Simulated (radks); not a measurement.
Species: the caesium ion Cs2+. Configuration: [Kr] 4d10 5s2 5p3 4f2 (not the ground configuration). All-electron calculation, scalar-relativistic Kohn-Sham, PBE, spin-unpolarised, spherical densities, point nucleus. Program: a radial shooting solver on a logarithmic mesh with Libxc functionals.

Local quantities along the radius. ELF = 1/(1 + alpha^2) is the electron localisation function; alpha = (tau - tau_W)/tau_unif compares the Pauli kinetic energy density with that of the uniform gas; 4 pi r^2 rho is in e/bohr; s = |grad rho|/(2 (3 pi^2)^(1/3) rho^(4/3)) is the reduced gradient; -r V(r) is the screened charge that the Kohn-Sham potential presents (atomic units). tau is taken from the large components.

r (bohr)	ELF	alpha	4 pi r^2 rho	s	-r V(r)
0.002637	0.999	0.02727	11.11	0.5607	54.27
0.003046	0.999	0.02887	13.82	0.5455	54.15
0.003545	0.999	0.03108	17.28	0.5338	54.01
0.004128	0.999	0.03396	21.41	0.5264	53.84
0.004805	0.999	0.03776	26.24	0.5232	53.64
0.005594	0.998	0.04281	31.78	0.5241	53.41
0.006512	0.998	0.04961	37.95	0.5293	53.15
0.007581	0.997	0.05893	44.58	0.5389	52.84
0.008826	0.995	0.07202	51.40	0.5532	52.49
0.01027	0.992	0.09083	58.00	0.5725	52.09
0.01196	0.986	0.1187	63.88	0.5970	51.64
0.01392	0.975	0.1610	68.45	0.6265	51.12
0.01621	0.951	0.2273	71.20	0.6599	50.53
0.01887	0.900	0.3327	71.81	0.6938	49.87
0.02197	0.800	0.4997	70.36	0.7204	49.12
0.02558	0.640	0.7507	67.48	0.7253	48.28
0.02978	0.464	1.075	64.39	0.6875	47.34
0.03439	0.352	1.358	62.74	0.5988	46.36
0.04003	0.321	1.454	63.86	0.4657	45.21
0.0466	0.381	1.275	68.76	0.3455	43.97
0.05425	0.512	0.9759	76.85	0.2858	42.62
0.06316	0.652	0.7314	85.85	0.2911	41.14
0.07353	0.735	0.5999	92.30	0.3405	39.53
0.0856	0.746	0.5838	93.04	0.4117	37.80
0.09965	0.672	0.6990	87.25	0.4821	35.93
0.116	0.510	0.9806	77.58	0.5135	33.95
0.1351	0.357	1.341	69.34	0.4525	31.87
0.1572	0.336	1.405	67.34	0.3125	29.73
0.183	0.464	1.074	72.05	0.2206	27.57
0.2131	0.645	0.7416	78.24	0.2415	25.38
0.2481	0.749	0.5794	78.18	0.3403	23.18
0.2888	0.746	0.5827	67.74	0.4837	21.01
0.3362	0.594	0.8273	50.31	0.6405	18.89
0.3883	0.312	1.484	35.15	0.6878	16.93
0.452	0.194	2.035	27.31	0.4415	14.90
0.5262	0.369	1.308	27.96	0.1934	13.13
0.6126	0.663	0.7135	31.13	0.2190	11.39
0.7131	0.761	0.5603	30.75	0.3569	9.755
0.8302	0.720	0.6241	25.41	0.5202	8.271
0.9665	0.566	0.8754	17.93	0.6795	6.994
1.125	0.362	1.327	11.65	0.7727	5.935
1.31	0.266	1.662	7.869	0.7287	5.091
1.525	0.324	1.443	5.940	0.6430	4.460
1.775	0.460	1.084	4.696	0.6782	3.977
2.067	0.498	1.005	3.477	0.8494	3.575
2.406	0.370	1.305	2.266	1.127	3.231
2.801	0.168	2.229	1.291	1.490	2.951
3.261	0.049	4.395	0.6668	1.892	2.752
3.796	0.014	8.403	0.3348	2.245	2.620
4.384	0.006	13.35	0.1789	2.547	2.526
5.103	0.003	19.11	0.09347	3.070	2.448
5.941	0.001	27.41	0.04576	4.124	2.390
6.917	0.001	43.59	0.01924	6.158	2.338
8.052	0.000	81.15	0.006463	10.12	2.268
9.374	0.000	183.2	0.001634	18.29	2.186
10.91	0.000	517.2	0.0002957	36.77	2.112

On this mesh the ELF has minima near r = 0.040, 0.16, 0.45, 1.3 bohr, which separate the shells, and maxima near 0.086 (0.75), 0.25 (0.75), 0.71 (0.76), 2.1 (0.50).
